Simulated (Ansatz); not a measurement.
platinum atom (Pt), triplet (core potentials on Pt); B3LYP/def2-SV(P) (Ansatz, an electronic-structure program).

Ansatz was given this input:
Ansatz 0.2 input:
```yaml
crystal:
  periodic: [false, false, false]
  atoms:
    - {symbol: Pt, position_ang: [0.00000000, 0.00000000, 0.00000000]}
basis:
  gaussian:
    orbitals: def2-SV_P_.json
    final_grid: {core_spheres: 6, valence_spheres: 12, degree: 29}
hamiltonian:
  xc: b3lyp
magnetization: {spin_polarized: true, initial_magnetization: 2}
```
The basis file holds def2-SV(P) in the JSON format of the Basis Set Exchange.

Q: What does Ansatz print? Leave out banner, timings and long lists.

A: 
```
Functional definition: B3LYP
134 factors; integrals over basis functions are off by at most 1.9e-4 eV
mean field evaluation 1: about -3245.4779 eV, gradient 1.3e1 eV
mean field evaluation 2: about -3244.7482 eV, gradient 1.9e1 eV
mean field evaluation 4: about -3246.4610 eV, gradient 2.4e-1 eV
mean field evaluation 8: about -3246.4652 eV, gradient 6.0e-2 eV
mean field evaluation 16: about -3246.4659 eV, gradient 6.0e-5 eV
mean field evaluation 32: about -3246.4659 eV, gradient 1.3e-3 eV
mean field -3246.46586430 eV, -119.3054199795 hartree, gradient 2.8e-6 eV, S^2 2.000118; 4 other end points of the search recorded, 0 dependent functions left out
reference -3246.46601551 eV, -119.3054255364 hartree; 10, 8 occupied and 15, 17 virtual orbitals, 134 factors
Total energy: -3246.46601551 eV, -119.3054255364 hartree
```
